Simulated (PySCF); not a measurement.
# Energy of Zn²⁺ (zinc, charge +2) between two integer charges

The 3d beta orbital of [Ar] 3d10 is emptied in steps (occupation f), with all orbitals relaxed, ending at [Ar] 3d9. Calculation: PySCF 2.14, in jorge-DZP-DKH; scalar relativity by spin-free X2C-1e. The exact energy is a straight line in f; departures are measured from the line between the end points of the same method.

| f | UHF (eV) | LDA (eV) | PBE (eV) | PBE0 (eV) | r2SCAN (eV) | LC-wPBE (eV) | BHandHLYP (eV) | wB97X (eV) | MN15 (eV) | BLYP (eV) |
| --- | --- | --- | --- | --- | --- | --- | --- | --- | --- | --- |
| 1 | 0.000 | 0.000 | 0.000 | 0.000 | 0.000 | 0.000 | 0.000 | 0.000 | 0.000 | 0.000 |
| 0.75 | 0.745 | -1.892 | -1.844 | -1.200 | -1.685 | -0.806 | -0.556 | -0.731 | -1.073 | -1.837 |
| 0.5 | 0.958 | -2.541 | -2.473 | -1.609 | -2.244 | -1.088 | -0.753 | -0.983 | -1.435 | -2.464 |
| 0.25 | 0.693 | -1.920 | -1.866 | -1.213 | -1.679 | -0.825 | -0.573 | -0.744 | -1.080 | -1.859 |
| 0 | 0.000 | 0.000 | 0.000 | 0.000 | 0.000 | 0.000 | 0.000 | 0.000 | 0.000 | 0.000 |

| method | E(f=0) − E(f=1) (eV) | −ε at f=1 (eV) | −ε at f=0.5 (eV) |
| --- | --- | --- | --- |
| UHF | 37.119 | 41.237 | 36.981 |
| LDA | 40.755 | 30.740 | 40.678 |
| PBE | 40.092 | 30.318 | 40.032 |
| PBE0 | 39.681 | 33.317 | 39.646 |
| r2SCAN | 39.626 | 30.635 | 39.643 |
| LC-wPBE | 39.942 | 35.692 | 39.892 |
| BHandHLYP | 39.226 | 36.304 | 39.181 |
| wB97X | 39.594 | 35.728 | 39.559 |
| MN15 | 40.074 | 34.375 | 40.055 |
| BLYP | 40.035 | 30.299 | 39.975 |

Orbital energy along the path (eV):

```
   f      UHF      LDA      PBE     PBE0   r2SCAN  LC-wPBE  BHandHLYP    wB97X     MN15     BLYP
   1  -41.237  -30.740  -30.318  -33.317  -30.635  -35.692    -36.304  -35.728  -34.375  -30.299
0.75  -38.997  -35.654  -35.130  -36.455  -35.138  -37.754    -37.708  -37.620  -37.196  -35.093
 0.5  -36.981  -40.678  -40.032  -39.646  -39.643  -39.892    -39.181  -39.559  -40.055  -39.975
0.25  -35.172  -45.817  -45.024  -42.889  -44.120  -42.106    -40.719  -41.550  -42.941  -44.947
   0  -33.550  -51.074  -50.101  -46.185  -48.567  -44.388    -42.329  -43.602  -45.848  -50.010
```

Reference removal energy between the ground levels: 39.723 eV (measured; NIST Atomic Spectra Database, ionization energies). The calculation has no spin-orbit coupling. UHF lacks correlation.
